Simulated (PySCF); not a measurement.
## Static response to an electric field

Compound: C4H10Si.
Numbering: `[CH2:1]=[CH:2][C@H:3]([CH3:4])[SiH3:5]` (hydrogens: H6, H7 on C1; H8 on C2; H9 on C3; H10, H11, H12 on C4; H13, H14, H15 on Si5)

Cartesian coordinates in Å at the GFN2-xTB level; atoms count from 1:
```xyz
15
C4H10Si angstrom
C      2.2888    0.1363   -0.1383
C      1.0482   -0.0020   -0.5717
C     -0.1327   -0.2765    0.2946
C     -1.0079   -1.3745   -0.3087
Si    -1.1183    1.3495    0.5392
H      2.5357    0.0348    0.9065
H      3.1081    0.3564   -0.8017
H      0.8296    0.1035   -1.6275
H      0.2247   -0.6136    1.2733
H     -0.4409   -2.2991   -0.4164
H     -1.8694   -1.5749    0.3251
H     -1.3692   -1.0818   -1.2930
H     -1.6032    1.8193   -0.7598
H     -0.2390    2.3519    1.1392
H     -2.2588    1.0788    1.4173
```

Level: PBE0/def2-SVPD (PySCF), static field, nuclei fixed, core orbitals frozen in the response. The polarisability tensor in these axes (au):

```
x   92.92 -1.16 -1.45
y   -1.16 73.88  3.44
z   -1.45  3.44 67.99
```

What are the eigenvalues, a third of the trace, and Δα (Δα² = ½Σ(αi − αj)² over the three pairs)?

Principal values 66.38, 75.31 and 93.10 au; mean 78.26 au = 11.60 Å³ = 12.90 × 10⁻⁴⁰ C²·m²/J; Δα = 23.56 au (30 % of the mean).

What is the dipole moment, and where does it point?

(-0.10, -0.49, 0.02) D, 0.50 D in size, pointing from the negative to the positive side. Measured along this direction, the outermost atoms are H14 at the negative end and H10 at the positive end.

What would n − 1 = 2πNα be for an ideal gas of these molecules at 350 K and 1 atm, electronic part alone?

N = p/kT = 2.0968 × 10¹⁹ cm⁻³, so n − 1 = 2π × N × 11.60 × 10⁻²⁴ cm³ = 1528 × 10⁻⁶ at long wavelengths.

What depolarisation ratio follows for Rayleigh scattering of linearly polarised light, taking the static tensor?

ρ = 3Δα²/(45ᾱ² + 4Δα²) = 1665.9/(275632 + 2221.2) = 0.006.

What are the principal values of the traceless quadrupole moment, Θ = ½Σq(3rr − r²1), about the centre of nuclear charge?

-2.75, 0.30, 2.45 D·Å. The values depend on the origin, since the dipole doesn't vanish. The electronic extent ⟨r²⟩ about the same centre is 682 bohr², a root-mean-square distance of 2.00 Å for the 48 electrons.

How large is μ²/3kT at 298 K beside α?

In Gaussian units μ²/3kT = 2.04 Å³ against 11.60 Å³, a ratio of 0.18; the Debye molar polarisation (4π/3)N_A(α + μ²/3kT) is 34.4 cm³/mol, leaving out the vibrational part.

The structure is a single GFN2-xTB conformer in the gas phase; no vibrational or solvent corrections.
